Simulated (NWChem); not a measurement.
System: CdHI; SMILES [I][CdH]

Computed with NWChem. Coordinates come from a PBE0/def2-SVP optimisation. No frequency run checked for a minimum. def2 effective core potentials on Cd, I; no spin-orbit coupling.

Diagonal of the polarisability tensor at CAM-B3LYP/def2-SVPD, static: 55.48, 94.71, 55.47 bohr³.

Problem. Find the mean polarisability volume, the molar refraction, and the refractive index that an ideal gas of it would have at 273.15 K and 1 atm.

Solution. 
1. Mean: one third of the trace = 68.56 bohr³ × 0.14818 Å³/bohr³ = 10.16 Å³.
2. Molar refraction (Lorentz-Lorenz): (4π/3) N_A α = 25.6 cm³/mol.
3. Number density p/kT = 2.687 × 10⁻⁵ Å⁻³; n − 1 = 2π N α = 17.15 × 10⁻⁴.
4. These hold the electronic response alone: vibrational and orientational terms add to the static dielectric constant.
